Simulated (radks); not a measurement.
Ionisation of neutral ytterbium, [Xe] 4f14 6s2, to [Xe] 4f14 6s1 as the strength of local exchange is varied. All-electron calculation, non-relativistic Kohn-Sham, Slater X-alpha exchange (alpha = 2/3 is LDA exchange), no correlation, spin-polarised, spherical densities, point nucleus; relativity is left out, which matters for an element this heavy. Program: a radial shooting solver on a logarithmic mesh with Libxc functionals.

[
 {"alpha": "0.553", "E(Yb) (hartree)": "-13335.7806", "exchange (hartree)": "-219.1449", "IE (eV)": "4.516", "-e of the level emptied (eV)": "2.457 (6s)", "<r> of it (bohr)": "4.473"},
 {"alpha": "0.585", "E(Yb) (hartree)": "-13348.4685", "exchange (hartree)": "-232.0750", "IE (eV)": "4.638", "-e of the level emptied (eV)": "2.585 (6s)", "<r> of it (bohr)": "4.429"},
 {"alpha": "0.645", "E(Yb) (hartree)": "-13372.2950", "exchange (hartree)": "-256.3909", "IE (eV)": "4.871", "-e of the level emptied (eV)": "2.831 (6s)", "<r> of it (bohr)": "4.347"},
 {"alpha": "0.667", "E(Yb) (hartree)": "-13381.0433", "exchange (hartree)": "-265.3303", "IE (eV)": "4.959", "-e of the level emptied (eV)": "2.924 (6s)", "<r> of it (bohr)": "4.317"},
 {"alpha": "0.695", "E(Yb) (hartree)": "-13392.1868", "exchange (hartree)": "-276.7258", "IE (eV)": "5.071", "-e of the level emptied (eV)": "3.044 (6s)", "<r> of it (bohr)": "4.281"},
 {"alpha": "0.71", "E(Yb) (hartree)": "-13398.1608", "exchange (hartree)": "-282.8389", "IE (eV)": "5.132", "-e of the level emptied (eV)": "3.109 (6s)", "<r> of it (bohr)": "4.262"},
 {"alpha": "1.005", "E(Yb) (hartree)": "-13516.2502", "exchange (hartree)": "-404.2452", "IE (eV)": "6.413", "-e of the level emptied (eV)": "4.502 (6s)", "<r> of it (bohr)": "3.920"}
]

NIST Atomic Spectra Database: 6.254 eV (measured). The Delta-SCF value meets it near alpha = 0.97. Relativity is left out here, which matters for elements this heavy.
